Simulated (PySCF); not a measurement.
C₆ coefficients of unlike pairs at PBE0

Calculated with PySCF 2.14 from the dipole response of each species, C₆(A,B) = (3/π) ∫ α_A(iu) α_B(iu) du, in atomic units, from isotropic polarisabilities. For ions this is the dispersion term alone; charge-induced terms of lower order in 1/R come first.

| species | configuration | basis | relativity | α (bohr³) | C₆ (like pair) |
| --- | --- | --- | --- | --- | --- |
| N | [He] 2s2 2p3 (4S) | aug-cc-pV5Z (7s6p5d4f3g2h) | none | 7.783 | 26.26 |
| Ni³⁺ | [Ar] 3d7 (4F) | aug-cc-pVTZ with one added diffuse shell each of s, p, d, f, g type (9s8p6d4f3g) | none | 1.664 | 3.927 |
| Be²⁺ | 1s2 (1S) | aug-cc-pVTZ with one added diffuse shell each of s, p, d, f type (6s5p4d3f) | none | 0.04192 | 0.006112 |
| P | [Ne] 3s2 3p3 (4S) | dyall-av3z (19s12p3d2f) | none | 26.29 | 195.1 |

Problem. Estimate C₆ for P with Ni³⁺.

Solution. The integral gives 20.74. The combination rule 2 C_A C_B / (C_A α_B/α_A + C_B α_A/α_B) gives 20.60 and the geometric mean 27.68.

No spin-orbit coupling is included.

The other pairs:

```csv
pair,C₆
"P, N",69.77
"Ni³⁺, N",8.765
"Be²⁺, Ni³⁺",0.1468
"P, Be²⁺",0.6033
"Be²⁺, N",0.2729
```
